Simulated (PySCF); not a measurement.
Fill in the blanks.

Species: CH₁₄OSi₅.
SMILES: `C[SiH2][SiH2][Si@@H]([SiH3])O[SiH3]`

Conformer (atom-mapped SMILES and torsion angles): `[CH3:1][SiH2:2][SiH2:3][Si@@H:4]([SiH3:5])[O:6][SiH3:7]`: C1–Si2–Si3–Si4 6°, Si2–Si3–Si4–Si5 93°, Si3–Si4–O6–Si7 48°.

| property | level | value |
| --- | --- | --- |
| point group of the GFN2-xTB geometry | GFN2-xTB | C1 |
| rotational constants A, B, C of the GFN2-xTB geometry | GFN2-xTB | ? |
| dipole moment | PBE0/pcSseg-1 | ? |
| HOMO energy | PBE0/pcSseg-1 | ? |
| LUMO energy | PBE0/pcSseg-1 | ? |
| 13C chemical shifts (computed TMS as zero) by class | GIAO PBE0/pcSseg-1 | ? |
| 1H chemical shifts (computed TMS as zero) by class | GIAO PBE0/pcSseg-1 | ? |
| isotropic shieldings of nuclei other than C and H, by class | GIAO PBE0/pcSseg-1 | ? |

Gas-phase values; electronic properties from PySCF, density fitting. Geometry: GFN2-xTB, one conformer, isolated molecule. NMR classes are plain means over equivalent atoms (diastereotopic ones count apart unless rotation or inversion swaps them), as if these changed places fast; in this geometry the members of some classes differ.

Task: What are the isotropic shieldings of nuclei other than C and H, by class?

Result: 351 (1 O), 363 (1 Si), 393 (1 Si), 430 (1 Si), 464 (1 Si), 477 (1 Si) ppm.

Task: The HOMO energy?

Result: -7.65 eV.

Task: The rotational constants A, B, C of the GFN2-xTB geometry?

Result: 1.164, 0.501, 0.399 GHz.

Task: What is the LUMO energy?

Result: -1.07 eV.

Task: Give the 1H chemical shifts (computed TMS as zero) by class.

Result: 6.28 (1 H), 4.99 (3 H), 4.07 (1 H), 3.94 (1 H), 3.67 (1 H), 3.54 (3 H), 3.51 (1 H), 0.06 (3 H) ppm.

Task: What are the 13C chemical shifts (computed TMS as zero) by class?

Result: -7.3 (1 C) ppm.

Task: What is the dipole moment?

Result: 0.66 D.

With B = h/(8π²I), that is 505.379 GHz u Å² over I, the principal moments of inertia are 434.2, 1008.6 and 1267.6 u Å² (most abundant isotopes). The rotational constants make it an asymmetric top with κ = (2B − A − C)/(A − C) = -0.73, nearer the prolate limit (−1). In atomic units the dipole is 0.26 e·bohr (1 au = 2.5417 D).

For the NMR shielding job (PBE0/pcSseg-1), on Intel Xeon at 2.50 GHz, one thread, no GPU, shared host, this took 2.0 min of wall time and 0.95 GiB of memory at its peak.
